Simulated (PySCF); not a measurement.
# Nuclear quadrupole coupling in `CC[C@H](C=C=O)C(Cl)(Cl)Cl`

C₆H₇Cl₃O.
Numbering: `[CH3:1][CH2:2][C@H:3]([CH:4]=[C:5]=[O:6])[C:7]([Cl:8])([Cl:9])[Cl:10]` (hydrogens: H11, H12, H13 on C1; H14, H15 on C2; H16 on C3; H17 on C4)

Cartesian coordinates in Å at the GFN2-xTB level; atoms count from 1:
```
atom  x, y, z in Å
C1    -2.044    0.447    0.226
C2    -0.998   -0.657    0.144
C3     0.420   -0.083    0.265
C4     0.737    0.804   -0.912
C5     1.169    2.019   -0.799
O6     1.524    3.120   -0.702
C7     1.474   -1.192    0.362
Cl8    3.105   -0.480    0.489
Cl9    1.210   -2.198    1.805
Cl10   1.440   -2.244   -1.065
H11   -1.974    0.972    1.176
H12   -3.040    0.021    0.142
H13   -1.907    1.168   -0.576
H14   -1.092   -1.184   -0.806
H15   -1.163   -1.373    0.949
H16    0.494    0.501    1.187
H17    0.638    0.372   -1.894
```

Field gradients from the PBE0/pcSseg-1 density (PySCF, non-relativistic), principal values in atomic units, ordered |Vxx| ≤ |Vyy| ≤ |Vzz|:

| atom | Vxx | Vyy | Vzz |
| --- | --- | --- | --- |
| O6 | 0.3249 | 0.8037 | -1.1286 |
| Cl8 | -2.0843 | -2.2340 | 4.3184 |
| Cl9 | -2.1115 | -2.1547 | 4.2661 |
| Cl10 | -2.0918 | -2.1471 | 4.2389 |

Question: Find the asymmetry η = (Vxx − Vyy)/Vzz and the couplings χ = eQV/h (234.96 MHz × Q in barn × V in au), with Q(17O) = −0.0256 b, Q(35Cl) = −0.0817 b.

Answer: 
```csv
atom,environment,nucleus,η,χzz (MHz),χxx (MHz),χyy (MHz)
O6,oxygen bonded to C,17O,0.42,6.79,-1.95,-4.83
Cl8,chlorine of a CCl3 group,35Cl,0.03,-82.90,40.01,42.89
Cl9,chlorine of a CCl3 group,35Cl,0.01,-81.90,40.53,41.36
Cl10,chlorine of a CCl3 group,35Cl,0.01,-81.37,40.15,41.22
```

The gradient is axial or nearly so (η below 0.05) at Cl8, Cl9 and Cl10. The tensor is traceless: Vxx + Vyy + Vzz = 0.

Question: What is Vzz at Cl8 in SI units (1 au = 9.71736 × 10²¹ V/m²)?

Answer: 4.3184 au = 41.963 × 10²¹ V/m².

Were the hydrogens deuterons (Q(2H) = 0.00286 b), χzz would run from 194 kHz (H16) to 227 kHz (H17).

Geometry: GFN2-xTB, one conformer, isolated molecule. GFN2-xTB bond lengths can be off by several hundredths of an ångström, more for odd bonds, and the gradients follow them. A larger basis could move these couplings by a tenth or more.
